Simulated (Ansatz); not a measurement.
`BNB` + `BNCC` → `BN(B)CC` + `BN` at 400 K and 1 bar (ligand exchange at a B–N bond).

Isolated molecules relaxed with PBE0-D4/def2-TZVP in Ansatz; ΔE leaves out vibrations. CCSD(T)/CBS is the MP2 limit (def2-TZVPP, def2-QZVPP) plus CCSD(T) − MP2 in def2-TZVPP, frozen cores. This one scheme is used for every species. One conformer a species, not always the lowest.

```tsv
species	CCSD(T)/CBS energy (Eh)	H − E (kJ/mol)	S (J/(mol·K))
`BNB`	-107.34560	178.8	279.5
`BNCC`	-160.44809	303.2	328.3
`BN(B)CC`	-185.85795	338.6	363.5
`BN`	-81.93499	142.5	243.5
```

H − E and S are ideal-gas, rigid-rotor, harmonic terms from PBE0-D4/def2-TZVP, for one conformer and one mirror image of each species. 1 Eh = 2625.50 kJ/mol, R = 8.31446 J/(mol·K).

By hand: ΔE, ΔH, ΔS and ΔG.

ΔE = (-185.85795) + (-81.93499) − (-107.34560) − (-160.44809) = 0.00075 Eh = 2.0 kJ/mol. Δ(H − E) = 338.6 + 142.5 − 178.8 − 303.2 = -0.9, so ΔH = 1.1 kJ/mol. ΔS = 363.5 + 243.5 − 279.5 − 328.3 = -0.8 J/(mol·K). ΔG = 1.1 − 400 × (-0.8)/1000 = 1.4 kJ/mol.

By hand: the equilibrium constant, and the temperature at which ΔG would vanish if ΔH and ΔS stayed fixed.

log₁₀ K = −ΔG/(RT ln 10) = -0.2. ΔH and −TΔS have one sign here, so there is no such temperature. One of them is within its doubt of zero, so this could turn.

The number of gas molecules stays the same, so ΔS is small and ΔH decides. The sign of ΔG lies within the doubt. A doubt of 5 kJ/mol in ΔE shifts log₁₀ K by 0.7 here. Other conformers and mirror images would add mixing entropy, several J/(mol·K) or more a flexible species. Modes under 60 cm⁻¹, often nearly free rotors, make the harmonic entropy too high. These are equilibria of isolated gas molecules and say nothing of rates. Largest T1 diagnostic: 0.012 (customary marks: 0.02 for closed shells, 0.045 for open ones).
